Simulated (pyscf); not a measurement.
# H₂N–BH–NH₂ (SMILES NBN), singlet

Gas-phase minimum from PySCF at ωB97X-D3(BJ)/def2-SVP, one conformer. 

```xyz
8

N     -0.9760    -0.4850    -0.2778
B     -0.0704     0.6010    -0.3766
N      0.3438     1.1504    -1.6159
H     -1.2608    -0.8649     0.6134
H     -1.3953    -0.9514    -1.0719
H      0.3707     1.0828     0.6472
H      0.9900     1.9244    -1.6689
H      0.0320     0.8178    -2.5192
```

Bonded distances (Å): N1–B2 1.417, N1–H4 1.010, N1–H5 1.012, B2–N3 1.417, B2–H6 1.215, N3–H7 1.010, N3–H8 1.012. Bond angles (°): B2–N1–H4 122.0, B2–N1–H5 124.3, H4–N1–H5 113.7, N1–B2–N3 123.0, N1–B2–H6 118.5, N3–B2–H6 118.5, B2–N3–H7 122.0, B2–N3–H8 124.3, H7–N3–H8 113.7.

Properties at ωB97X-D3(BJ)/def2-SVP:

Harmonic wavenumbers, unscaled: 341, 392, 400, 468, 606, 807, 924, 939, 1093, 1195, 1436, 1598, 1619, 2593, 3651, 3653, 3759, 3760 cm⁻¹
Zero-point energy: 41.8 kcal/mol
Rotational symmetry number: 2
Entropy of this conformer at 298 K and 1 atm, rigid rotor and harmonic oscillator, modes under 100 cm⁻¹ raised to 100: 262.8 J/(mol K)
Dipole moment: 1.52 D

Single-point totals, which compare only within one level (frozen core for MP2 and CC):

| level | total energy (hartree) |
|---|---|
| ωB97X-D3(BJ)/def2-TZVP | -137.56150 |
| PBE/def2-TZVP | -137.31902 |
| r²SCAN/def2-TZVP | -137.41870 |
| B3LYP-D3(BJ)/def2-TZVP | -137.51986 |
| PBE0-D3(BJ)/def2-TZVP | -137.33747 |
| M06-2X/def2-TZVP | -137.44118 |
| ωB97M-D3(BJ)/def2-TZVP | -137.54032 |
| HF/def2-TZVPP | -136.63867 |
| MP2/def2-TZVPP | -137.17438 |
| CCSD/def2-TZVPP | -137.19918 |
| CCSD(T)/def2-TZVPP | -137.21986 |

The CCSD(T) − MP2 part came from Ansatz, without density fitting, on the same reference.
